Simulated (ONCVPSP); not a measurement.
How hard is this Ge ONCV potential?

ONCVPSP 4.0.1 input, shortened (lines: element, Z, core and valence counts, functional; n l f; lmax; l rc ep ncon nbas qcut; lloc lpopt rc5 dvloc0; l nproj debl; icmod fcfact rcfact), PBE, scalar-relativistic:

```
  Ge 32.00    6    2        4      upf
    1    0    2.00
    2    0    2.00
    2    1    6.00
    3    0    2.00
    3    1    6.00
    3    2   10.00
    4    0    2.00
    4    1    1.50
    1
    0    1.55    0.00    3    8    3.70
    1    1.55    0.00    3    6    5.20
    0    5    1.55    0.00
    0    0    3.50
    1    2    0.70
    0    0.00    0.00
```

For each optimised wave give the share of its norm inside rc, the residual kinetic energy above qcut (Ha) and the cutoffs (Ha) for errors of 10, 1, 0.1 and 0.01 mHa per electron.

| wave | norm inside rc | residual KE | 10 mHa | 1 mHa | 0.1 mHa | 0.01 mHa |
| --- | --- | --- | --- | --- | --- | --- |
| 4s | 0.261 | 3.0e-03 | 5.3 | 13.3 | 71.3 | 110.5 |
| 4p | 0.118 | 6.0e-05 | 2.0 | 7.0 | 10.9 | 52.6 |
| p projector 2 | 0.094 | 1.4e-03 | 2.7 | 16.4 | 59.6 | 90.9 |

The occupied waves need 13 Ha and 71 Ha for 1 and 0.1 mHa. Note: no bound ghost flagged; GHOST(+) flagged for p at 1.29 eV. 4 of 4 tests not solved or not reliable.
